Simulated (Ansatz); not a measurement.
Molecule: bis(prop-2-enyl)silane, C6H12Si (charge 0, singlet). SMILES: C=CC[SiH2]CC=C
Coordinates optimised at B3LYP-D3(BJ)/def2-TZVP (Ansatz, a quantum-chemistry and plane-wave program):
```xyz
19

C     -2.9621    -0.0876    -0.9735
C     -2.4666    -0.4421     0.2075
C     -1.6187     0.4156     1.0884
Si     0.2057    -0.0898     1.0115
C      0.9026     0.2127    -0.7175
C      2.2789    -0.3470    -0.8708
C      3.4036     0.3599    -0.8967
H     -2.8083     0.9065    -1.3786
H     -3.5429    -0.7760    -1.5730
H     -2.6482    -1.4520     0.5664
H     -1.6939     1.4672     0.7978
H     -1.9423     0.3417     2.1311
H      0.3270    -1.5307     1.3498
H      0.9838     0.6934     2.0031
H      0.8976     1.2903    -0.9042
H      0.2117    -0.2462    -1.4311
H      2.3429    -1.4304    -0.9306
H      3.3953     1.4426    -0.8358
H      4.3704    -0.1185    -0.9809
```
Charge 0, spin multiplicity 1.

Property: atomisation energy (electronic, to ground-state atoms), in kJ/mol. Cores are frozen in the correlated levels unless marked. UHF or UKS for open shells. Spin-orbit coupling is left out. No relativistic terms. The coupled-cluster limit lacks core correlation, which all-electron functionals hold. CBS(X,Y): correlation extrapolated as X^-3; Hartree-Fock from the larger set. [CCSD(T)-MP2]/basis is that difference in the basis named.

```csv
level,program,atomisation energy (kJ/mol)
PBE-D4/def2-TZVPD,Ansatz + dftd4,7728.7
B3LYP-D4/def2-TZVPD,Ansatz + dftd4,7600.5
SCS-MP2/6-31G,Ansatz,6557.9
CCSD/6-31G*,Ansatz,[?]
"RI-MP2/CBS(aug-cc-pV(T+d)Z,aug-cc-pV(Q+d)Z)+[CCSD(T)-MP2]/aug-cc-pV(T+d)Z",Ansatz,[?]
```

Task: Fill in the missing entries.

Result: 
- CCSD/6-31G*, atomisation energy (kJ/mol): 6876.0
- RI-MP2/CBS(aug-cc-pV(T+d)Z,aug-cc-pV(Q+d)Z)+[CCSD(T)-MP2]/aug-cc-pV(T+d)Z, atomisation energy (kJ/mol): 7591.8
